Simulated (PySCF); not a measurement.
Species: C4H8FO2Si (doublet state).
Z-matrix (Å and degrees, GFN2-xTB geometry), rows numbered from 1:
```
C 
O   1  1.3991
Si  2  1.6395  1  127.78
F   3  1.6494  2  102.69  1    23.54
C   3  1.8659  2  113.16  1   134.40
C   5  1.3273  3  124.79  2    72.09
C   6  1.5002  5  123.64  3    -3.62
O   7  1.4027  6  113.91  5    -3.26
H   1  1.0911  2  107.93  3  -148.39
H   1  1.0926  2  109.72  3    92.72
H   1  1.0903  2  111.59  3   -28.19
H   5  1.0811  3  115.86  2  -116.17
H   6  1.0817  5  121.93  3   175.30
H   7  1.1004  6  109.71  5  -128.68
H   7  1.0969  6  108.55  5   114.16
H   8  0.9640  7  109.77  6   -73.07
```

The hyperfine couplings belong to this conformer and change with its torsions.

As a line formula: `C(=C/CO)/[Si](F)OC` [radical].

Computed with UKS B3LYP, pcH-1 on C F H O Si, non-relativistic, mean-field spin-orbit, GIAO in PySCF 2.14.0. One conformer (not necessarily the lowest) at the GFN2-xTB geometry, without solvent, vibrations or thermal averaging. Couplings are sensitive to structure, and on GFN2-xTB geometries they can be far from those on DFT ones, by a factor of two or more for some ions and for spin on atoms past the first row. The SCF solution wasn't tested for stability.

Question: The isotropic 13C couplings are +104.7, +4.4, -2.6, +1.7 MHz. Assign them to C1; C5; C6; C7.

Answer: 
| site | a_iso (MHz) | ρ(0) (bohr⁻³) | position | distance from Si3 (Å) | spin population | largest \|T\| (MHz) |
| --- | --- | --- | --- | --- | --- | --- |
| C1 | -2.6 | -0.0023 | 2 bonds from Si3 | 2.73 | 0.00 | 1.8 |
| C5 | +104.7 | +0.0931 | 1 bond from Si3 | 1.87 | +0.03 | 18.5 |
| C6 | +4.4 | +0.0039 | 2 bonds from Si3 | 2.84 | +0.05 | 8.5 |
| C7 | +1.7 | +0.0015 | 3 bonds from Si3 | 3.24 | 0.00 | 1.3 |

Question: The isotropic 17O couplings are -38.6, -25.9 MHz. Assign them to O2; O8.

Answer: 
| site | a_iso (MHz) | ρ(0) (bohr⁻³) | position | distance from Si3 (Å) | spin population | largest \|T\| (MHz) |
| --- | --- | --- | --- | --- | --- | --- |
| O2 | -38.6 | +0.0635 | 1 bond from Si3 | 1.64 | +0.06 | 30.4 |
| O8 | -25.9 | +0.0427 | 4 bonds from Si3 | 2.64 | +0.01 | 8.5 |

Question: The isotropic 1H couplings, averaged over equivalent nuclei, are +14.4, +9.4, +6.2, +3.6, -1.2 MHz. Assign them to H9/H10/H11; H12; H13; H14/H15; H16.

Answer: 
```csv
site,a_iso (MHz),ρ(0) (bohr⁻³),position,distance from Si3 (Å),bound to,spin population there,largest |T| (MHz)
H9/H10/H11,+3.6,+0.0008,3 bonds from Si3,3.22,C1,0.00,3.5
H12,+14.4,+0.0032,2 bonds from Si3,2.53,C5,+0.03,5.9
H13,+6.2,+0.0014,3 bonds from Si3,3.84,C6,+0.05,4.2
H14/H15,+9.4,+0.0021,4 bonds from Si3,3.98,C7,0.00,2.3
H16,-1.2,-0.0003,5 bonds from Si3,2.57,O8,+0.01,5.3
```

ρ(0) is the spin density at the nucleus and T the dipolar tensor; a_iso includes a spin–orbit part; entries for several nuclei are means. The Mulliken spin populations are largest on Si3 (+0.78) and O2 (+0.06). No atom but Si3 exceeds +0.15. The angles at Si3 add up to 319.3°, so it is pyramidal.

Means are taken over nuclei equivalent by connectivity, which assumes that they swap fast. The three 1H nuclei of mean +3.6 MHz run from -0.1 to 6.3 MHz in the frozen geometry. The 1H value of +9.4 MHz is a mean of couplings from 3.8 to 15.1 MHz in this one geometry, not an average over conformers.
